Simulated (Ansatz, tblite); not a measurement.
Removing an electron: the cluster CuCl₂⁻ (the lowest singlet isomer of a short search). Charge -1, multiplicity 1. Geometry: B3LYP-D4/def2-TZVPD. Ansatz, gas phase; energy differences of separate SCF runs; the oxidised species was run as a doublet alone.

Cartesian coordinates in Å:
```
Cu 0.0001 0.0000 0.0001
Cl -0.5054 2.0851 0.2251
Cl 0.5053 -2.0851 -0.2253
```

The xTB rows come from tblite. Correlated methods freeze 19 core orbitals. HOMO above LUMO, or a gap near zero within one spin, warns that the state may not be the lowest or that an electron is smeared out. The structure comes from a short search, and lower isomers may exist.

```csv
level,−HOMO (eV),vertical IE (eV),−LUMO (eV),HOMO–LUMO gap (eV)
GFN2-xTB,4.88,8.75,-3.27,8.15
HF/def2-TZVPPD,–,1.81,–,–
r2SCAN-D4/def2-TZVPD,0.78,4.09,-3.28,4.06
MP2/def2-TZVPPD,–,5.67,–,–
CCSD/def2-TZVPPD,–,4.24,–,–
```

(1) Estimate the rows for GFN1-xTB, PBE-D4/def2-TZVPD, PBE0-D4/def2-TZVPD, CCSD(T)/def2-TZVPPD.

Results:

(1) 
```tsv
level	−HOMO (eV)	vertical IE (eV)	−LUMO (eV)	HOMO–LUMO gap (eV)	remarks
GFN1-xTB	6.67	9.55	-0.98	7.65	–
PBE-D4/def2-TZVPD	0.66	4.03	-2.84	3.50	gap within one spin near zero (doublet)
PBE0-D4/def2-TZVPD	2.37	4.33	-3.41	5.77	–
CCSD(T)/def2-TZVPPD	–	4.50	–	–	–
```

  Raw xTB energy differences between charge states are shifted by several eV; the methods need an empirical correction for them.
